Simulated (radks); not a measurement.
The numbers below are computed, except where a source is named.
Ionisation of V+, [Ar] 3d4, to V2+, [Ar] 3d3, under several functionals. Scalar-relativistic Kohn-Sham, spin-polarised, spherical densities, point nucleus; open shells are filled with parallel spins first; a radial shooting solver on a logarithmic mesh with Libxc functionals.

functional	E(V+) (hartree)	Exc (hartree)	IE (eV)	-e(HOMO) (eV)	<r> HOMO (bohr)	IE error (eV)
PW91	-949.13104	-45.58067	15.887	9.931	1.517	+1.253
XLYP	-949.32219	-45.76728	15.699	9.729	1.522	+1.065
LDA (Slater exchange, Perdew-Wang correlation)	-946.89431	-43.29054	16.002	10.051	1.515	+1.368
B86b exchange with PBE correlation	-949.10535	-45.55252	15.837	9.887	1.518	+1.203
Wu-Cohen GGA	-948.48567	-44.92248	15.829	9.886	1.515	+1.195
revPBE	-948.98771	-45.43516	15.725	9.778	1.517	+1.091
BLYP	-949.12078	-45.56206	15.667	9.701	1.521	+1.033

NIST Atomic Spectra Database: 14.63 eV (measured). Closest: BLYP. The Delta-SCF values span 0.33 eV, the total energies 2.43 hartree. The highest occupied level is 3d. Open shells are spherical and high-spin; term and fine-structure splittings are not resolved.
